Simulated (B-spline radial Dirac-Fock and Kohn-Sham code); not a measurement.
Two-hole binding energies of Cs⁴⁺

System: Cs⁴⁺ in the configuration [Kr] 4d10 5s2 5p3.

The run's input, task.json:

```json
{"items": [{
  "Z": 55,
  "q": 4,
  "cfg": [[1, 0, 2], [2, 0, 2], [2, 1, 6], [3, 0, 2], [3, 1, 6], [3, 2, 10], [4, 0, 2], [4, 1, 6], [4, 2, 10], [5, 0, 2], [5, 1, 3]],
  "A": 133,
  "rrms": 4.8041,
  "do": ["binding", "quiet", "double"]
}]}
```

Launch: `python xray_run.py task.json out`

These are calculated numbers from a B-spline atomic structure program; the model is Dirac-Fock ΔSCF + Breit + QED. U is the two-hole binding energy less the two single-hole energies, the effective repulsion of the holes after relaxation. Each two-hole energy is an average over J within one jj subconfiguration.

| holes | E(a) (eV) | E(b) (eV) | E(ab) (eV) | U (eV) |
| --- | --- | --- | --- | --- |
| 1s⁻² | 36036.0 | 36036.0 | 72987.0 | 914.9 |
| 1s⁻¹ 2p1/2⁻¹ | 36036.0 | 5413.4 | 41714.0 | 264.6 |
| 1s⁻¹ 2p3/2⁻¹ | 36036.0 | 5065.6 | 41340.7 | 239.1 |
| 1s⁻¹ 3p1/2⁻¹ | 36036.0 | 1122.1 | 37240.4 | 82.2 |
| 2s⁻¹ 2p1/2⁻¹ | 5774.2 | 5413.4 | ? | ? |
| 2p1/2⁻¹ 2p3/2⁻¹ | 5413.4 | 5065.6 | 10649.2 | 170.2 |
| 2p3/2⁻² | 5065.6 | 5065.6 | 10300.0 | 168.7 |
| 2s⁻¹ 3p1/2⁻¹ | 5774.2 | 1122.1 | 6965.0 | 68.6 |
| 2s⁻¹ 3p3/2⁻¹ | 5774.2 | 1054.1 | 6894.5 | 66.1 |
| 2p1/2⁻¹ 3s⁻¹ | 5413.4 | 1272.9 | 6752.9 | 66.6 |
| 2p3/2⁻¹ 3p1/2⁻¹ | 5065.6 | 1122.1 | 6258.3 | 70.5 |
| 3p1/2⁻² | 1122.1 | 1122.1 | 2300.9 | 56.7 |
| 3p3/2⁻² | 1054.1 | 1054.1 | 2159.7 | 51.4 |
| 3d5/2⁻² | 778.5 | 778.5 | 1614.1 | 57.2 |

Q: Give the missing two-hole energy and U.

A: E(ab) = 11331.7 eV and U = 144.1 eV.

Run: 43 s of CPU time on 1 thread of Intel(R) Xeon(R) Platinum 8488C (shared host), peak memory 0.48 GiB.
